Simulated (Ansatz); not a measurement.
Computed with Ansatz on PBE0-D4/def2-TZVP structures; ΔE is electronic, products minus reactants. CCSD(T)/CBS is the MP2 limit (def2-TZVPP, def2-QZVPP) plus CCSD(T) − MP2 in def2-TZVPP, frozen cores. DFT in def2-TZVPP. HSE06 is defined as in plane-wave codes. For Br outer-core shells are correlated without core-valence functions, which leaves a few kJ/mol of doubt a bond. Scalar relativity is left out up to krypton. Each species was taken in one conformer, which may not be the lowest.

Consider the formal exchange of groups at the Si–Si bond: `O[SiH2][SiH2]Br` + `CBr` → `O[SiH2]CBr` + `[SiH3]Br`.

```
             level  ΔE (kcal/mol)  difference from CCSD(T)/CBS
        r2SCAN0-D4            0.0                          1.3
          HSE06-D4            1.7                          3.0
           ωB97X-V           -0.3                          1.0
          PBE-QIDH           -0.6                          0.7
               PBE            2.3                          3.6
            revPBE            2.6                          3.9
            r2SCAN            0.3                          1.6
RPA@PBE/def2-TZVPP           -1.9                         -0.6
   CCSD/def2-TZVPP           -1.6                         -0.3
      HF/CBS(def2)           -2.6                         -1.3
       CCSD(T)/CBS           -1.3                            0
```

Largest T1 diagnostic among the species: 0.010.

From BLYP to BHLYP (50 % exact exchange), in def2-TZVPP and without D4, ΔE moves by −1.9 kcal/mol. Leaving LDA and LC-ωPBE aside and taking each functional with its dispersion term where it has one, the values, not all of them listed here, spread over 4.5 kcal/mol, from ωB97M-V to PBE-D4. LDA lies −1.0 kcal/mol from PBE without D4.
